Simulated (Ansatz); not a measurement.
The multiplicity is imposed and other spin states were not computed.

Species: [Au(CO)(OH)] (charge 0, multiplicity 1).

Task: Give a relaxed geometry from Ansatz (a quantum-chemistry and plane-wave program) with PBE-D3(BJ)/def2-SVP.

Result: This is not unique; one that fits is the end point of this relaxation, one of several conformers.
Cartesian coordinates (Å) in one orientation:
```xyz
5

Au     0.043     0.104     0.036
O      1.075     2.714     1.178
C      0.673     1.711     0.774
O     -0.626    -1.578    -0.674
H     -0.506    -1.621    -1.643
```
